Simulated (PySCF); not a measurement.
Two-dimensional NMR puzzle

Compound of formula C7H3F3O3. Correlations simulated from computed shifts and the bond graph:

HSQC (one-bond C–H):
```
  δH     δC
6.90  140.5
6.84  142.3
6.64  120.8
```

COSY cross peaks (H two or three bonds apart, from the bond graph; peaks can be absent where the dihedral angle is near 90°):
```
  δH    δH
6.90  6.84
```

HMBC (two and three bonds, from the bond graph):
```
  δH                          δC
6.90  191.4, 184.1, 156.0, 142.3
6.84  191.4, 184.1, 140.5, 120.8
6.64  191.4, 184.1, 156.0, 142.3
```

Carbons without hydrogens: δ 191.4, 184.1, 156.0, 129.9.

- shielding tensors at PBE0/pcSseg-1 (GIAO)
- geometry: GFN2-xTB
- program: PySCF
- no solvent model, one averaged value for each set of equivalent atoms, non-relativistic Hamiltonian, one conformer

δ = σ(ref) − σ, references computed at the same level: TMS for $^{1}$H (σ = 31.72 ppm) and $^{13}$C (σ = 186.93 ppm).

Exchangeable hydrogens are left out of these lists.

Question: Assemble the structure.

Answer: `InChI=1S/C7H3F3O3/c8-7(9,10)13-6-3-4(11)1-2-5(6)12/h1-3H`.

Atoms are numbered as in `[O:1]=[C:2]1[CH:3]=[CH:4][C:5](=[O:6])[C:7]([O:8][C:9]([F:10])([F:11])[F:12])=[CH:13]1`. Each H is labelled by its parent atom.

1. δC 191.4 is C2, a ketone carbonyl carbon.
2. δC 184.1 is C5, a ketone carbonyl carbon.
3. δC 156.0 is C7, an alkene carbon bearing oxygen.
4. δC 142.3 is C3, a β carbon of a C=C–C=O unit (δH 6.84).
5. δC 140.5 is C4, a β carbon of a C=C–C=O unit (δH 6.90).
6. δC 129.9 is C9, a CF3 carbon.
7. δC 120.8 is C13, a β carbon of a C=C–C=O unit (δH 6.64).
8. HMBC from δH 6.90 reaches the proton-free carbons C2, C5, C7.
9. HMBC from δH 6.84 reaches the proton-free carbons C2, C5.
10. HMBC from δH 6.64 reaches the proton-free carbons C2, C5, C7.
11. COSY links 6.90–6.84.

The data come from this structure; uniqueness wasn't tested.

Shifts are as computed. Against solution values, carbons near 30 ppm lie about +3 ppm off and those near 130 ppm about +5 ppm. Of 1211 compounds with measured shifts, 218 miss one by over three times the rms of a fit or turn the order of signals round; such compounds aren't used in these exercises.
